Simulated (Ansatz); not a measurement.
Calculated with Ansatz (gas phase, PBE0-D4/def2-TZVP geometries, no zero-point term in ΔE). CBS: MP2 limit from def2 TZ/QZ plus the TZ coupled-cluster correction, frozen cores. DFT in def2-TZVPP. Elements past krypton have def2 core potentials. For In, Sn outer-core shells are correlated without core-valence functions, which leaves a few kJ/mol of doubt a bond. Each species was taken in one conformer, which may not be the lowest.

Reaction (redistribution): `[CH3][Sn]([Cl])([Cl])[Cl]` + `CC(C)(C)[NH][InH2]` → `CC(C)(C)[NH][Sn]([Cl])([Cl])[Cl]` + `[CH3][InH2]`

```json
{"level": "B97M-V", "ΔE (kcal/mol)": "8.4"}
{"level": "PBE0-D4", "ΔE (kcal/mol)": "8.2"}
{"level": "SCS-MP2/def2-TZVPP", "ΔE (kcal/mol)": "8.7"}
{"level": "HF/def2-QZVPP", "ΔE (kcal/mol)": "9.2"}
```

Q: What does CCSD(T)/CBS give? (Best estimate.)

A: Ansatz gave: +9.3 kcal/mol. The listed levels differ from it by -0.9, -1.1, -0.6, -0.1 kcal/mol.

Largest T1 diagnostic among the species: 0.014.

From PBE to PBE0 (25 % exact exchange), in def2-TZVPP and without D4, ΔE moves by −0.7 kcal/mol. At CCSD(T), def2-SVP lies −1.9 kcal/mol from the extrapolated value and def2-TZVPP −0.8 kcal/mol. Leaving LDA and LC-ωPBE aside and taking each functional with its dispersion term where it has one, the values, not all of them listed here, spread over 2.0 kcal/mol, from ωB97M-V to B2PLYP.
